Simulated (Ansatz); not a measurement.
Geometry optimisation, RKS PBE0/def2-SVP (Ansatz).

Input:

```yaml
crystal:
  periodic: [false, false, false]
  atoms:
    - { symbol: Sn, position_ang: [0.368789, -0.210202, -0.470488] }
    - { symbol: O, position_ang: [-0.602994, -0.205076, 2.532357] }
    - { symbol: H, position_ang: [-1.074284, -1.037013, 2.66629] }
    - { symbol: H, position_ang: [1.321889, -0.378879, -1.880741] }
    - { symbol: H, position_ang: [0.200684, 1.406045, 0.030074] }
    - { symbol: H, position_ang: [-1.051962, -1.146008, -0.542291] }
    - { symbol: F, position_ang: [1.463752, -1.064564, 0.843512] }
    - { symbol: H, position_ang: [0.338726, -0.488904, 2.545587] }
basis:
  gaussian: { orbitals: def2-SVP }
hamiltonian:
  xc: pbe0
relax:
  f_tol: 0.03
  max_steps: 50
```

Command:

```bash
$ ansatz run input.yaml --threads 1 --pin off --max-ram 2048MiB --backend cpu --events-out ev --progress --plain --runs-dir out
```

Question: Where does it end, and by what steps?

Answer: The run converged. After 5 steps the energy has fallen by 0.096 eV; H8 moved furthest, 0.25 Å.

| step | energy less start (eV) | largest force component (eV/Å) | accepted |
| --- | --- | --- | --- |
| 0 | 0.0000 | 0.990 | yes |
| 1 | -0.0723 | 0.643 | yes |
| 2 | -0.0276 | 1.991 | no |
| 3 | -0.0935 | 0.174 | yes |
| 4 | -0.0961 | 0.058 | yes |
| 5 | -0.0965 | 0.023 | yes |

```xyz
8
Properties=species:S:1:pos:R:3
Sn 0.325 -0.189 -0.355
O -0.518 -0.226 2.380
H -1.087 -0.982 2.564
H 1.282 -0.421 -1.764
H 0.161 1.460 0.028
H -1.094 -1.132 -0.443
F 1.521 -1.021 0.983
H 0.374 -0.613 2.331
```

Whether the end is a true minimum wasn't checked by a vibrational analysis.

The run took 38 s on 1 thread of Arm Neoverse N1, on a shared host, peak memory 0.15 GiB.
